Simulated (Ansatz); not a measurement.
C₂, SMILES [C]=[C] (connectivity only; charge and spin as stated), neutral, multiplicity 1.

Geometry: PBE0-D3(BJ)/def2-TZVPD.

Two levels are set side by side: PBE/def2-TZVPD (Ansatz, an electronic-structure program) and CAM-B3LYP/def2-TZVPD (Ansatz). Energy differences of separate SCF runs at the same geometry; the states with an electron removed or added have multiplicity 2. Differences are taken from unrounded values.

| quantity | CAM-B3LYP |
|---|---|
| vertical electron affinity (eV) | 4.49 |
| vertical singlet–triplet gap (eV) | -1.12 |

**Question.** What does PBE give, and how far is it from CAM-B3LYP? (Estimate from the structure and the level; the computed values follow.)

**Answer.** 
```json
[
 {"quantity": "vertical electron affinity (eV)", "PBE": "3.96", "PBE minus CAM-B3LYP": "-0.54"},
 {"quantity": "vertical singlet–triplet gap (eV)", "PBE": "-0.51", "PBE minus CAM-B3LYP": "0.61"}
]
```
